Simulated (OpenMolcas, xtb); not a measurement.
# CH4ClGe (SMILES [CH3][GeH][Cl]): the dipole moment, rung by rung

CH4ClGe: 7 atoms, total charge 0, spin state doublet. SMILES: `[CH3][GeH][Cl]`. Geometry: relaxed at PBE0-D4/def2-TZVP.

```xyz
7

C    -0.7331    0.4384   -0.2619
Ge    0.7054   -0.8855   -0.1831
Cl    1.0170   -1.3617    1.9095
H    -0.4334    1.3145    0.3173
H    -1.6462    0.0214    0.1608
H    -0.9099    0.7294   -1.2982
H     2.0614   -0.3245   -0.6901
```

Each level gives the dipole moment (D). The values are calculated.

```csv
level,kind,program,value (D),CPU time
GFN0-xTB,semi-empirical,xtb,1.92,under 2 s
UHF/def2-SVP,Hartree–Fock,OpenMolcas,2.60,7.8 s
USVWN5/def2-SVP,LDA,OpenMolcas,2.13,23 s
UPBE/def2-SVP,GGA,OpenMolcas,2.15,32 s
UTPSS/def2-SVP,meta-GGA,OpenMolcas,2.26,43 s
UM06-2X/def2-SVP,hybrid meta-GGA,OpenMolcas,2.39,49 s
UPBE0/def2-SVP,global hybrid,OpenMolcas,2.33,36 s
```

All-electron rows without a relativistic Hamiltonian named are non-relativistic. The values span 1.92 to 2.60 D. Magnitudes only. CPU times are rough (shared hosts, several kinds of processor and program).
